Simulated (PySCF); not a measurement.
How methods differ on the ionisation energy of Pr⁴²⁺

Pr⁴²⁺ [Ne] 3s2 3p5 (2P) → Pr⁴³⁺ [Ne] 3s2 3p4 (3P), as a difference of total energies. Computed with PySCF 2.14 in an uncontracted even-tempered set (18 s from 8 bohr⁻², ratio 2.5; 12 p from 10 bohr⁻², ratio 2.5; 4 d from 46 bohr⁻², ratio 2.7; 4 f from 68 bohr⁻², ratio 2.7), with scalar relativity by spin-free X2C-1e. Correlated levels: outer shells: 1s2 frozen; virtual orbitals above 40 to 60 times the deepest correlated orbital energy dropped. The calculations carry no spin-orbit coupling.

```csv
method,ionisation energy (eV)
UHF,3355.6
MP2 (outer shells),3356.7
SCS-MP2 (outer shells),3356.6
CCSD (outer shells),3356.6
CCSD(T) (outer shells),3356.6
```

Spin-orbit coupling is strong in these open shells (close to jj coupling). The scalar numbers leave it out and a first-order estimate fails, so it can dominate the gap to the real levels.

Breit and QED terms and the two-electron picture change are absent.

For comparison: 3319 ± 4 eV (theoretical estimate listed by NIST; NIST Atomic Spectra Database, ionization energies).
